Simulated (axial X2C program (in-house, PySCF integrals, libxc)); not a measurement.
Spectroscopic constants of WGe

Computed with an in-house all-electron X2C program for linear molecules (integrals from PySCF). Spin-free means the one-electron spin-free X2C Hamiltonian; two-component (2c) means X2C with spin–orbit coupling and atomic mean-field two-electron Coulomb and Gaunt terms, so the difference of the two also holds small scalar two-electron terms. Basis: W dyall-v2z [11s12p9d6f], Ge dyall-v2z [7s8p5d] (cores contracted in-house); Gaussian nuclei, density fitting, unrestricted open shells. Masses: W 183.951 u, Ge 73.921 u.

State, spin-free: M_S = 2, Λ = 1 (beyond evenly filled blocks: σα, π+α, π+β, π-α, δ+α, δ-α); electrons by block: σα: 21, σβ: 20, π+α: 11, π+β: 11, π-α: 11, π-β: 10, δ+α: 5, δ+β: 4, δ-α: 5, δ-β: 4, φ+α: 1, φ+β: 1, φ-α: 1, φ-β: 1. Fragments: W + Ge.

State, 2c: Ω = 3 (⟨Sz⟩ = 1.97, ⟨Lz⟩ = 1.03 at PBE0); electrons by block: 1/2: 32, -1/2: 31, 3/2: 15, -3/2: 15, 5/2: 6, -5/2: 5, 7/2: 1, -7/2: 1. Fragments: W + Ge.

```csv
Hamiltonian,level,Re (Å),ωe (cm⁻¹),Be (cm⁻¹),μ (D)
spin-free,PBE0,2.396,246.0,0.05569,-2.26
spin-free,TPSSh,2.383,259.7,0.05631,-2.15
spin-free,PBE50,2.425,225.3,0.05436,-2.74
2c,PBE0,2.392,245.9,0.05586,-2.21
2c,PBE50,2.422,225.0,0.05448,-2.70
```

Dipoles are positive if Ge is the positive end.

One determinant describes the state; a PBE0 search over occupations chose it and may have missed a lower one. De is not given where an atomic determinant may have missed its ground term or J level, or where the truncated virtual space spoils (T). Density functionals use the spin component along the axis (collinear). Other states lie close and PBE0, whose exact exchange favours high spin, may order them wrongly; the determinant shown need not be the ground state. The nearest other spin-free determinant of the search, M_S = 1, Λ = 2, lies 0.59 eV up at the distance of the search. Without a current term, density functionals place determinants with orbital angular momentum somewhat too high. With several unpaired electrons one determinant need not be a pure state. Open-shell Ω = 0 determinants with evenly filled partner blocks cannot be reached by this program, so the Ω shown need not be the lowest component. The determinant is spin-polarised beyond a pure state at some levels (its spin-free form has ⟨S²⟩ too high), which makes Re and μ there less reliable.

No reliable constants came from HF (2c), HF (spin-free), MP2 (2c), MP2 (spin-free), TPSSh (2c): no minimum in range, unconverged points, a curve that is not smooth, a change of character along it, or the two Hamiltonians disagreeing along it.

Rough cost a point (2c) on 1 thread(s) of a shared host, integrals apart: PBE0 2.2 s, PBE50 2.5 s.
